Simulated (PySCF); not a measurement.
First SCF of a structure search on quintet RuI2, at a hand-made linear geometry. PySCF input:

```python
from pyscf import gto, scf, dft
mol = gto.M(atom='''
Ru     0.000000     0.000000     0.000000
I      0.000000     0.000000     2.580000
I      0.000000     0.000000    -2.580000''',
    basis={'Ru': 'def2-SVP', 'I': 'def2-SVP'},
    ecp={'Ru': 'def2-SVP', 'I': 'def2-SVP'},
    charge=0, spin=4)
mf = dft.UKS(mol, xc='PBE0')
mf.grids.atom_grid = (50, 194)
aux = {'Ru': 'def2-universal-JKFIT', 'I': 'def2-universal-JKFIT'}
mf = mf.density_fit(auxbasis=aux)
mf.conv_tol = 1e-08
mf.diis_space = 10
mf.max_cycle = 60
mf.init_guess = 'huckel'
mf.verbose = 4
mf.kernel()
```

Excerpt of the output (cycles alone):

```
init E= -689.888174165289
cycle= 1 E= -685.299143335469  delta_E= 4.59  |g|= 2.52  |ddm|= 3.88
cycle= 2 E= -661.235254738117  delta_E= 24.1  |g|=  6.1  |ddm|= 11.7
cycle= 3 E= -681.674850741931  delta_E= -20.4  |g|= 2.68  |ddm|= 10.2
cycle= 4 E= -687.978047565464  delta_E= -6.3  |g|= 1.72  |ddm|= 7.49
cycle= 5 E= -689.152260775591  delta_E= -1.17  |g|= 1.19  |ddm|= 0.869
cycle= 6 E= -690.287891385783  delta_E= -1.14  |g|= 0.299  |ddm|= 1.81
cycle= 7 E= -690.349473773695  delta_E= -0.0616  |g|= 0.081  |ddm|= 0.684
cycle= 8 E= -690.352453667243  delta_E= -0.00298  |g|= 0.061  |ddm|= 0.15
cycle= 9 E= -690.352362485047  delta_E= 9.12e-05  |g|= 0.059  |ddm|= 0.0429
cycle= 10 E= -690.353559754654  delta_E= -0.0012  |g|= 0.0399  |ddm|= 0.0413
cycle= 11 E= -690.354635924658  delta_E= -0.00108  |g|= 0.0103  |ddm|= 0.0719
cycle= 12 E= -690.354702637335  delta_E= -6.67e-05  |g|= 0.00152  |ddm|= 0.0198
cycle= 13 E= -690.354706259543  delta_E= -3.62e-06  |g|= 0.000597  |ddm|= 0.00436
cycle= 14 E= -690.354709263095  delta_E= -3e-06  |g|= 0.000382  |ddm|= 0.00558
cycle= 15 E= -690.354712630566  delta_E= -3.37e-06  |g|= 9.43e-05  |ddm|= 0.0131
cycle= 16 E= -690.354712721581  delta_E= -9.1e-08  |g|= 4.2e-05  |ddm|= 0.00186
cycle= 17 E= -690.354712726852  delta_E= -5.27e-09  |g|= 7.63e-06  |ddm|= 0.000486
Extra cycle  E= -690.354712726928  delta_E= -7.57e-11  |g|= 1.19e-05  |ddm|= 3.11e-05
converged SCF energy = -690.354712726928  <S^2> = 6.0116521  2S+1 = 5.0046587
```

No lower solution of this spin was found from smeared starts or by a stability analysis within the unrestricted form.

With open d or f shells other occupations or spin states may lie lower. Spin–orbit coupling, left out here, can matter for elements this heavy.

The search for the lowest solution, 3 starts and the stability check together, took 17 s on 2 threads of a shared Arm Neoverse V2 host, with 83 basis functions; the process peaked at 0.37 GiB.
